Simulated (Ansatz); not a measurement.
**Nudged elastic band run: C2H9AlSSi**

The input (input.yaml):

```yaml
crystal:
  periodic: [false, false, false]
  atoms:
    - { symbol: C, position_ang: [-2.458187, 0.180119, -1.291398] }
    - { symbol: Al, position_ang: [-0.910245, -0.995197, -0.932848] }
    - { symbol: Si, position_ang: [0.715461, -0.438886, 0.846939] }
    - { symbol: C, position_ang: [1.469584, 1.310289, 0.691545] }
    - { symbol: S, position_ang: [2.287511, -1.967653, 0.712394] }
    - { symbol: H, position_ang: [-2.394214, 0.595431, -2.322545] }
    - { symbol: H, position_ang: [-3.407729, -0.398068, -1.25462] }
    - { symbol: H, position_ang: [-2.55162, 1.034643, -0.590587] }
    - { symbol: H, position_ang: [-0.717839, -2.311131, -1.824282] }
    - { symbol: H, position_ang: [0.070128, -0.5142, 2.212556] }
    - { symbol: H, position_ang: [2.001343, 1.4287, -0.273813] }
    - { symbol: H, position_ang: [0.677617, 2.086543, 0.755866] }
    - { symbol: H, position_ang: [2.197424, 1.49728, 1.508268] }
    - { symbol: H, position_ang: [3.007868, -1.537069, 1.791423] }
basis:
  gaussian: { orbitals: def2-SVP }
hamiltonian:
  xc: blyp
  dispersion: d4
neb:
  order_check: false
  images: 5
  f_tol: 0.03
  max_iterations: 60
  final_atoms:
    - { symbol: C, position_ang: [-2.44491065, 0.27586846, -1.45514503] }
    - { symbol: Al, position_ang: [-1.08164937, -0.9173092, -0.6398388] }
    - { symbol: Si, position_ang: [0.16808366, -0.22313797, 1.3596723] }
    - { symbol: C, position_ang: [1.17416406, 1.40324958, 0.97491793] }
    - { symbol: S, position_ang: [1.86017529, -1.83108594, 1.01439067] }
    - { symbol: H, position_ang: [-2.36428816, 0.26573665, -2.56503218] }
    - { symbol: H, position_ang: [-3.46909172, -0.0897867, -1.2174388] }
    - { symbol: H, position_ang: [-2.3780827, 1.33180887, -1.12137745] }
    - { symbol: H, position_ang: [-1.11626988, -2.46383576, -1.09723543] }
    - { symbol: H, position_ang: [2.79143306, -1.48628871, 0.04353238] }
    - { symbol: H, position_ang: [1.78178055, 1.37783653, 0.04715039] }
    - { symbol: H, position_ang: [0.43682415, 2.22843694, 0.86521847] }
    - { symbol: H, position_ang: [1.83757539, 1.67456233, 1.82297725] }
    - { symbol: H, position_ang: [2.79135832, -1.57525408, 1.9971063] }
  initial_path:
    images:
      - { positions_ang: [[-2.458187, 0.180119, -1.291398], [-0.910245, -0.995197, -0.932848], [0.715461, -0.438886, 0.846939], [1.469584, 1.310289, 0.691545], [2.287511, -1.967653, 0.712394], [-2.394214, 0.595431, -2.322545], [-3.407729, -0.398068, -1.25462], [-2.55162, 1.034643, -0.590587], [-0.717839, -2.311131, -1.824282], [0.070128, -0.5142, 2.212556], [2.001343, 1.4287, -0.273813], [0.677617, 2.086543, 0.755866], [2.197424, 1.49728, 1.508268], [3.007868, -1.537069, 1.791423]] }
      - { positions_ang: [[-2.43091168, 0.20774378, -1.26252545], [-0.9060437, -0.96305426, -0.89128905], [0.66664771, -0.40037678, 0.867367], [1.46313548, 1.31939942, 0.64087416], [2.23729948, -1.92116603, 0.82444824], [-2.37643576, 0.62236345, -2.30629756], [-3.38801696, -0.34629698, -1.19805987], [-2.48811659, 1.08791599, -0.57486247], [-0.70110333, -2.2780289, -1.75324741], [0.22628043, -0.96817422, 1.97316983], [1.9735351, 1.37602457, -0.31472913], [0.65172729, 2.09391225, 0.66358996], [2.14150801, 1.54219016, 1.4512366], [2.91759651, -1.40165145, 1.90922317]] }
      - { positions_ang: [[-2.40363635, 0.23536856, -1.23365291], [-0.9018424, -0.93091152, -0.84973011], [0.61783443, -0.36186757, 0.887795], [1.45668695, 1.32850984, 0.59020332], [2.18708797, -1.87467906, 0.93650248], [-2.35865752, 0.6492959, -2.29005012], [-3.36830493, -0.29452595, -1.14149975], [-2.42461317, 1.14118899, -0.55913793], [-0.68436766, -2.24492679, -1.68221282], [0.38243285, -1.42214843, 1.73378367], [1.9457272, 1.32334913, -0.35564527], [0.62583759, 2.10128149, 0.57131391], [2.08559203, 1.58710032, 1.39420519], [2.82732503, -1.26623391, 2.02702334]] }
      - { positions_ang: [[-2.37636103, 0.26299334, -1.20478036], [-0.8976411, -0.89876878, -0.80817116], [0.56902114, -0.32335835, 0.908223], [1.45023843, 1.33762025, 0.53953248], [2.13687645, -1.82819208, 1.04855671], [-2.34087927, 0.67622834, -2.27380268], [-3.34859289, -0.24275493, -1.08493962], [-2.36110976, 1.19446198, -0.5434134], [-0.66763199, -2.21182469, -1.61117823], [0.53858528, -1.87612265, 1.4943975], [1.91791929, 1.2706737, -0.3965614], [0.59994788, 2.10865074, 0.47903787], [2.02967604, 1.63201048, 1.33717379], [2.73705354, -1.13081636, 2.14482351]] }
      - { positions_ang: [[-2.39921091, 0.26728505, -1.28823525], [-0.95897719, -0.90494892, -0.75206037], [0.43537531, -0.28995156, 1.0587061], [1.35821364, 1.3594967, 0.68466096], [2.04464273, -1.8291567, 1.03716803], [-2.34868223, 0.53939778, -2.37087918], [-3.38875917, -0.19176552, -1.12910601], [-2.36676741, 1.24024428, -0.73606808], [-0.81717795, -2.29582838, -1.43986397], [1.28953454, -1.746178, 1.01077579], [1.87253971, 1.30639464, -0.24865747], [0.5455733, 2.14857947, 0.60776474], [1.96564249, 1.64619443, 1.49910828], [2.75515514, -1.27896227, 2.09558444]] }
      - { positions_ang: [[-2.42206078, 0.27157675, -1.37169014], [-1.02031328, -0.91112906, -0.69594959], [0.30172949, -0.25654476, 1.2091892], [1.26618885, 1.38137314, 0.82978944], [1.95240901, -1.83012132, 1.02577935], [-2.3564852, 0.40256721, -2.46795568], [-3.42892544, -0.14077611, -1.1732724], [-2.37242505, 1.28602657, -0.92872277], [-0.96672392, -2.37983207, -1.2685497], [2.0404838, -1.61623335, 0.52715409], [1.82716013, 1.34211559, -0.10075354], [0.49119873, 2.18850821, 0.7364916], [1.90160894, 1.66037838, 1.66104277], [2.77325673, -1.42710818, 2.04634537]] }
      - { positions_ang: [[-2.44491065, 0.27586846, -1.45514503], [-1.08164937, -0.9173092, -0.6398388], [0.16808366, -0.22313797, 1.3596723], [1.17416406, 1.40324958, 0.97491793], [1.86017529, -1.83108594, 1.01439067], [-2.36428816, 0.26573665, -2.56503218], [-3.46909172, -0.0897867, -1.2174388], [-2.3780827, 1.33180887, -1.12137745], [-1.11626988, -2.46383576, -1.09723543], [2.79143306, -1.48628871, 0.04353238], [1.78178055, 1.37783653, 0.04715039], [0.43682415, 2.22843694, 0.86521847], [1.83757539, 1.67456233, 1.82297725], [2.79135832, -1.57525408, 1.9971063]] }
```

Run as:

```bash
$ ansatz run input.yaml --threads 2 --pin off --max-ram 3072MiB --backend cpu --events-out ev --progress --plain --runs-dir out
```

Output, in part (warnings, iteration lines, the closing report on the highest movable image, with atoms numbered from 0):

```
NEB end point (image 0): max|allowed force component| = 1.830e-2 eV/Å (the criterion of neb.relax_end_points is 1.000e-2)
NEB end point (image 6): max|allowed force component| = 8.796e-3 eV/Å (the criterion of neb.relax_end_points is 1.000e-2)
NEB iter   1: max|band force component| = 2.382e2 eV/Å  barrier→ = 52.8781 eV  barrier← = 50.8632 eV  Δτ_max = 0.2000 Å  (207 SCF iters)
NEB iter   2: max|band force component| = 9.085e1 eV/Å  barrier→ = 20.7485 eV  barrier← = 18.7335 eV  Δτ_max = 0.2000 Å  (161 SCF iters)
NEB iter   3: max|band force component| = 4.699e1 eV/Å  barrier→ = 11.6774 eV  barrier← = 9.6624 eV  Δτ_max = 0.1995 Å  (160 SCF iters)
NEB iter   4: max|band force component| = 2.062e1 eV/Å  barrier→ = 5.6820 eV  barrier← = 3.6670 eV  Δτ_max = 0.1991 Å  (164 SCF iters)
NEB iter   5: max|band force component| = 9.705e0 eV/Å  barrier→ = 3.4978 eV  barrier← = 1.4828 eV  Δτ_max = 0.1978 Å  (165 SCF iters)
NEB iter   6: max|band force component| = 5.157e0 eV/Å  barrier→ = 2.9599 eV  barrier← = 0.9450 eV  Δτ_max = 0.1894 Å  (153 SCF iters)
NEB iter   7: max|band force component| = 2.512e0 eV/Å  barrier→ = 2.9465 eV  barrier← = 0.9315 eV  Δτ_max = 0.2000 Å  (155 SCF iters)
NEB iter   8: max|band force component| = 1.713e0 eV/Å  barrier→ = 2.9114 eV  barrier← = 0.8965 eV  Δτ_max = 0.1975 Å  (162 SCF iters)
NEB iter   9: max|band force component| = 1.792e0 eV/Å  barrier→ = 2.8447 eV  barrier← = 0.8298 eV  Δτ_max = 0.1009 Å  (151 SCF iters)
NEB iter  10: max|band force component| = 1.373e0 eV/Å  barrier→ = 2.7708 eV  barrier← = 0.7558 eV  Δτ_max = 0.1011 Å  (144 SCF iters)
NEB iter  11: max|band force component| = 4.400e-1 eV/Å  barrier→ = 2.7144 eV  barrier← = 0.6994 eV  CI = image 3  Δτ_max = 0.2000 Å  (147 SCF iters)
NEB iter  12: max|band force component| = 6.772e-1 eV/Å  barrier→ = 2.7258 eV  barrier← = 0.7108 eV  CI = image 3  Δτ_max = 0.0986 Å  (145 SCF iters)
NEB iter  13: max|band force component| = 7.507e-1 eV/Å  barrier→ = 2.7206 eV  barrier← = 0.7057 eV  CI = image 3  Δτ_max = 0.1925 Å  (151 SCF iters)
NEB iter  14: max|band force component| = 7.533e-1 eV/Å  barrier→ = 2.6796 eV  barrier← = 0.6647 eV  CI = image 3  Δτ_max = 0.2000 Å  (147 SCF iters)
NEB iter  15: max|band force component| = 7.985e-1 eV/Å  barrier→ = 2.6392 eV  barrier← = 0.6243 eV  CI = image 3  Δτ_max = 0.2000 Å  (146 SCF iters)
NEB iter  16: max|band force component| = 1.010e0 eV/Å  barrier→ = 2.6224 eV  barrier← = 0.6074 eV  CI = image 3  Δτ_max = 0.1961 Å  (148 SCF iters)
NEB iter  17: max|band force component| = 9.526e-1 eV/Å  barrier→ = 2.6335 eV  barrier← = 0.6186 eV  CI = image 3  Δτ_max = 0.1955 Å  (146 SCF iters)
NEB iter  18: max|band force component| = 6.829e-1 eV/Å  barrier→ = 2.6264 eV  barrier← = 0.6115 eV  CI = image 3  Δτ_max = 0.2000 Å  (144 SCF iters)
NEB iter  19: max|band force component| = 4.848e-1 eV/Å  barrier→ = 2.5946 eV  barrier← = 0.5797 eV  CI = image 3  Δτ_max = 0.2000 Å  (143 SCF iters)
NEB iter  20: max|band force component| = 4.391e-1 eV/Å  barrier→ = 2.5709 eV  barrier← = 0.5560 eV  CI = image 3  Δτ_max = 0.1990 Å  (145 SCF iters)
NEB iter  21: max|band force component| = 5.358e-1 eV/Å  barrier→ = 2.5705 eV  barrier← = 0.5556 eV  CI = image 3  Δτ_max = 0.1982 Å  (147 SCF iters)
NEB iter  22: max|band force component| = 4.312e-1 eV/Å  barrier→ = 2.5795 eV  barrier← = 0.5645 eV  CI = image 3  Δτ_max = 0.2000 Å  (144 SCF iters)
NEB iter  23: max|band force component| = 2.566e-1 eV/Å  barrier→ = 2.5644 eV  barrier← = 0.5494 eV  CI = image 3  Δτ_max = 0.1427 Å  (148 SCF iters)
NEB iter  24: max|band force component| = 1.975e-1 eV/Å  barrier→ = 2.5554 eV  barrier← = 0.5404 eV  CI = image 3  Δτ_max = 0.1014 Å  (149 SCF iters)
NEB iter  25: max|band force component| = 2.528e-1 eV/Å  barrier→ = 2.5472 eV  barrier← = 0.5323 eV  CI = image 3  Δτ_max = 0.0505 Å  (147 SCF iters)
NEB iter  26: max|band force component| = 1.838e-1 eV/Å  barrier→ = 2.5451 eV  barrier← = 0.5301 eV  CI = image 3  Δτ_max = 0.0502 Å  (151 SCF iters)
NEB iter  27: max|band force component| = 5.509e-2 eV/Å  barrier→ = 2.5437 eV  barrier← = 0.5288 eV  CI = image 3  Δτ_max = 0.0331 Å  (149 SCF iters)
NEB iter  28: max|band force component| = 4.426e-2 eV/Å  barrier→ = 2.5434 eV  barrier← = 0.5285 eV  CI = image 3  Δτ_max = 0.0632 Å  (145 SCF iters)
NEB iter  29: max|band force component| = 7.769e-2 eV/Å  barrier→ = 2.5433 eV  barrier← = 0.5284 eV  CI = image 3  Δτ_max = 0.0316 Å  (142 SCF iters)
NEB iter  30: max|band force component| = 4.154e-2 eV/Å  barrier→ = 2.5432 eV  barrier← = 0.5283 eV  CI = image 3  Δτ_max = 0.0316 Å  (126 SCF iters)
NEB iter  31: max|band force component| = 2.469e-2 eV/Å  barrier→ = 2.5432 eV  barrier← = 0.5282 eV  CI = image 3  Δτ_max = 0.0000 Å  (285 SCF iters)
Total energy: -27518.09867088 eV, -1011.2714737177 hartree
Atom 0 at    -2.595511     0.181346    -1.224478 Å, force     0.002907     0.001847    -0.004918 eV/Å
Atom 1 at    -0.936152    -0.703982    -0.597283 Å, force    -0.001874     0.000590     0.000844 eV/Å
Atom 2 at     0.301135     0.156908     1.400691 Å, force     0.001479     0.000938    -0.000603 eV/Å
Atom 3 at     1.577541     1.413993     0.653857 Å, force    -0.003053     0.000586     0.001625 eV/Å
Atom 4 at     2.213460    -2.223586     1.436198 Å, force     0.002763    -0.003372    -0.003995 eV/Å
Atom 5 at    -2.532339     0.391893    -2.315183 Å, force    -0.001737    -0.001068     0.001497 eV/Å
Atom 6 at    -3.466174    -0.499454    -1.093087 Å, force    -0.000952    -0.001094     0.001918 eV/Å
Atom 7 at    -2.833242     1.133341    -0.707827 Å, force    -0.000127    -0.000194     0.000764 eV/Å
Atom 8 at    -0.509406    -2.068141    -1.336631 Å, force     0.001632     0.000411    -0.000875 eV/Å
Atom 9 at     1.983274    -1.732307     0.184923 Å, force     0.000358    -0.000832     0.000590 eV/Å
Atom 10 at     2.078050     1.111406    -0.287570 Å, force    -0.000722    -0.001199     0.000010 eV/Å
Atom 11 at     0.995245     2.337104     0.424160 Å, force     0.001744     0.002175    -0.002151 eV/Å
Atom 12 at     2.352130     1.689186     1.397512 Å, force     0.000557     0.000205     0.000543 eV/Å
Atom 13 at     1.359090    -1.216903     2.093617 Å, force    -0.002974     0.001005     0.004751 eV/Å
Dipole moment:    -0.062235     0.340287    -0.189362 e Å
```

It converged. A vibrational analysis at the climbing image gives one clearly imaginary mode, 286i cm⁻¹: a first-order saddle point. The orbitals stay closed-shell, which can raise the energy where a bond breaks towards radicals; this wasn't checked here.

Final band (atoms are numbered from 1 in the order of the input):

| image | path coordinate (Å) | energy (eV) | Si3–H10 (Å) | S5–H10 (Å) |
| --- | --- | --- | --- | --- |
| 0 | 0.00 | 0.00 | 1.51 | 3.05 |
| 1 | 2.22 | 1.17 | 1.53 | 2.44 |
| 2 | 4.44 | 2.02 | 3.01 | 1.39 |
| 3 | 6.65 | 2.54 | 2.81 | 1.36 |
| 4 | 7.70 | 2.36 | 3.09 | 1.36 |
| 5 | 8.74 | 2.03 | 3.21 | 1.39 |
| 6 | 9.78 | 2.01 | 3.20 | 1.39 |

Time of the run: 7.6 min on 2 threads of Arm Neoverse V1, with other jobs on the host, peak memory 0.18 GiB.
